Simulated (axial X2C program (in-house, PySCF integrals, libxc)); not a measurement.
**YSi⁺: properties at the nuclei**

Computed with an in-house all-electron X2C program for linear molecules (integrals from PySCF): two-component X2C with atomic mean-field Coulomb and Gaunt terms, Gaussian nuclei, basis Y dyall-cv3z, Si dyall-v3z with contracted cores.

R = 2.636 Å (near the PBE0 minimum at charge 1 of the determinant lowest at the starting distance; the state shown can have its own minimum elsewhere).

Determinant lowest in the PBE0 search, Ω = 1 (⟨Sz⟩ = 1.00, ⟨Lz⟩ = 0.00 at PBE0), spin on the atoms Y 0.52, Si 0.48:

```json
{"level": "PBE0", "Eeff magnitude (GV/cm)": "0.313", "Ws magnitude Y (kHz)": "0.214", "A∥/gI Y (MHz)": "92", "qzz Y (a.u.)": "-0.99", "A∥/gI Si (MHz)": "-89.9", "qzz Si (a.u.)": "-1.30"}
{"level": "HF", "Eeff magnitude (GV/cm)": "4.33", "Ws magnitude Y (kHz)": "2.01", "A∥/gI Y (MHz)": "-1500", "qzz Y (a.u.)": "-1.61", "A∥/gI Si (MHz)": "-38.6", "qzz Si (a.u.)": "-0.40"}
{"level": "B3LYP", "Eeff magnitude (GV/cm)": "0.525", "Ws magnitude Y (kHz)": "0.315", "A∥/gI Y (MHz)": "-401", "qzz Y (a.u.)": "-1.10", "A∥/gI Si (MHz)": "-68.2", "qzz Si (a.u.)": "-1.19"}
{"level": "r2SCAN", "Eeff magnitude (GV/cm)": "0.174", "Ws magnitude Y (kHz)": "0.138", "A∥/gI Y (MHz)": "797", "qzz Y (a.u.)": "-1.04", "A∥/gI Si (MHz)": "-82.3", "qzz Si (a.u.)": "-1.30"}
{"level": "BP86", "Eeff magnitude (GV/cm)": "0.0647", "Ws magnitude Y (kHz)": "0.0882", "A∥/gI Y (MHz)": "270", "qzz Y (a.u.)": "-1.34", "A∥/gI Si (MHz)": "-79.7", "qzz Si (a.u.)": "-1.28"}
```

Determinant 0.59 eV from it at PBE0 and this distance, Ω = 0 (closed shell), highest spinor 48% Y d, 40% Si p, 5% Y p:

```csv
level,qzz Y (a.u.),qzz Si (a.u.)
PBE0,-1.04,-1.37
HF,-0.24,-1.37
B3LYP,-1.13,-1.31
r2SCAN,-1.04,-1.37
BP86,-1.36,-1.32
```

Eeff is the effective electric field on the electron electric dipole moment in this Ω state and Ws the scalar–pseudoscalar constant of the nucleus named (defined with the proton number Z and per Ω); A∥ (defined per Ω) follows by multiplying with gI = μI/(I μN); qzz is the electric field gradient, eQq0 = 234.96 MHz × Q/barn × qzz. The operators were transformed with the bare-nucleus X2C matrices; with these basis sets, hyperfine constants and field gradients can be off by tens of per cent, and where levels differ in sign neither size nor sign is settled.

Each state is one determinant with collinear spin, which with several unpaired electrons need not be a pure state. Unrestricted Hartree–Fock can overshoot spin polarisation at the nuclei. A closed determinant beside an open π² or δ² triplet, such as (π1/2)², mixes with its partner pair into the 0⁺ component of the triplet and ¹Σ⁺, so its energy is not that of a level, and 0⁺ can lie lowest. With several open shells hyperfine constants can be off by a factor of several. Where Eeff spreads by more than a factor of two the levels disagree and none is to be relied on. Open-shell Ω = 0 determinants with evenly filled partner blocks cannot be reached by this program, so the Ω shown need not be the lowest component. States lie within half an eV, so the first need not be the ground state. Further determinants of the search, some of them spin-mixed, are not shown. Where a field gradient or hyperfine factor spreads by more than a factor of two over the levels, a constant derived from it is not to be relied on. PBE0 term energies can be off by some tenths of an eV.
